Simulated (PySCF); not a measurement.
Electron correlation in Cr⁻ (chromium, charge -1)

[Ar] 3d5 4s2, high-spin 6S determinant. Computed with PySCF 2.14 in x2c-QZVPPall with one added diffuse shell each of s, p, d, f, g type (12s8p6d4f3g, 121 functions), with the spin-free X2C one-electron Hamiltonian (Gaussian nucleus). Frozen: [Ne]; 15 electrons correlated.

MP2 pair energies summed by pair of shells (mhartree):

```json
{"pair": "3p-3d", "energy": "-174.88", "share (%)": "38.1"}
{"pair": "3p-3p", "energy": "-87.22", "share (%)": "19.0"}
{"pair": "3d-3d", "energy": "-85.11", "share (%)": "18.5"}
{"pair": "3s-3p", "energy": "-35.50", "share (%)": "7.7"}
{"pair": "3s-3d", "energy": "-32.10", "share (%)": "7.0"}
{"pair": "3d-4s", "energy": "-19.46", "share (%)": "4.2"}
{"pair": "4s-4s", "energy": "-9.68", "share (%)": "2.1"}
{"pair": "3p-4s", "energy": "-8.90", "share (%)": "1.9"}
{"pair": "3s-3s", "energy": "-5.45", "share (%)": "1.2"}
{"pair": "3s-4s", "energy": "-0.62", "share (%)": "0.1"}
```

Total MP2 correlation energy: -458.91 mhartree.

Same-spin part -184.24 and opposite-spin part -274.67 mhartree; SCS-MP2 scales them by 1/3 and 6/5 to -391.01 mhartree.

The Hartree-Fock reference does not bind the outermost electron (its level is positive or very diffuse), so these energies belong to a reference that the basis holds together.

This basis was not built for core-valence correlation, so the inner-shell part is incomplete.
